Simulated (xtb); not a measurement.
C7H9O (SMILES Cc1ccc([OH2+])cc1), charge +1, singlet, geometry from GFN2-xTB. Base run: GFN2-xTB (xtb).

Geometry (Å):
```xyz
17

C      2.8795     0.2057     0.4217
C      1.4083     0.1010     0.2160
C      0.7199     1.0996    -0.4715
C     -0.6445     1.0110    -0.6863
C     -1.3052    -0.0981    -0.2018
O     -2.7536    -0.2291    -0.4704
C     -0.6693    -1.1093     0.4854
C      0.6963    -0.9991     0.6883
H      3.2119    -0.4339     1.2339
H      3.1714     1.2317     0.6303
H      3.3973    -0.1046    -0.4861
H      1.2561     1.9584    -0.8431
H     -1.1676     1.7870    -1.2237
H     -3.1688     0.6559    -0.5541
H     -3.1824    -0.7771     0.2212
H     -1.2109    -1.9679     0.8516
H      1.2117    -1.7811     1.2230
```
Charge +1, spin multiplicity 1.
All else is at xtb's defaults.
Base energy -23.16270 Eh.

The base run was repeated with changes; each row names its change, and settings that it needs were set with it.

| change | ΔE vs base (kJ/mol) | HOMO-LUMO gap (eV) | G_solv (kcal/mol) | SCF cycles |
|---|---|---|---|---|
| base | 0.00 | 4.37 | - | 11 |
| alpb = ch2cl2 | -216.2 | 4.51 | -53.15 | 11 |
| etemp = 1000 | 0.00 | 4.37 | - | 11 |
| alpb = benzene | ? | ? | ? | 11 |
| gbsa = acetonitrile | -265.8 | 4.56 | -67.25 | 11 |
| etemp = 5000 | -1.87 | 4.38 | - | 11 |

Problem. Some entries are withheld; supply them.

Solution. 
- alpb = benzene, ΔE vs base (kJ/mol): -193.1
- alpb = benzene, HOMO-LUMO gap (eV): 4.48
- alpb = benzene, G_solv (kcal/mol): -46.96

ALPB and GBSA are two models with their own fitted parameters for each solvent, which aren't always the measured dielectric constant.
